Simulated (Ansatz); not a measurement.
This geometry of CH$_{3}$AlSe (6 atoms, charge 0, multiplicity 1) is a first-order saddle point.

These are results of UKS PBE0-D4/def2-SVP in Ansatz, not measurements.

```xyz
6
Properties=species:S:1:pos:R:3
C 0.010 0.448 -0.907
Al 0.314 0.584 0.892
Se -0.103 -1.697 0.151
H -1.162 -0.934 -0.592
H 0.567 0.308 -1.842
H 0.376 1.290 2.296
```

Task: Which two structures does it join? (They come from a converged band through this point; their orientation in space is the band's.)

Result: Bonds broken: C1–H4. Bonds formed: Se3–H4.

Image 0:

```xyz
6
Properties=species:S:1:pos:R:3
C -0.242 -0.079 -0.774
Al 0.247 0.429 1.018
Se 0.476 -1.690 0.305
H -1.281 -0.256 -1.080
H 0.399 0.115 -1.643
H 0.402 1.481 2.175
```

Image 10:

```xyz
6
Properties=species:S:1:pos:R:3
C 0.544 0.230 -0.794
Al 0.378 0.752 0.900
Se -0.313 -1.399 -0.145
H -1.774 -1.222 -0.455
H 0.834 0.258 -1.843
H 0.331 1.380 2.336
```

Task: How far does it lie above each of them?

Result: 318.3 kJ/mol above the first and 109.9 kJ/mol above the second. This is the barrier of this one path; another mechanism may lie lower. The orbitals stay closed-shell, which can raise the energy where a bond breaks towards radicals; this wasn't checked here.

Time of the run: 2.5 min on 2 threads of Intel(R) Xeon(R) Platinum 8488C (Sapphire Rapids), with other jobs on the host, peak memory 0.28 GiB.
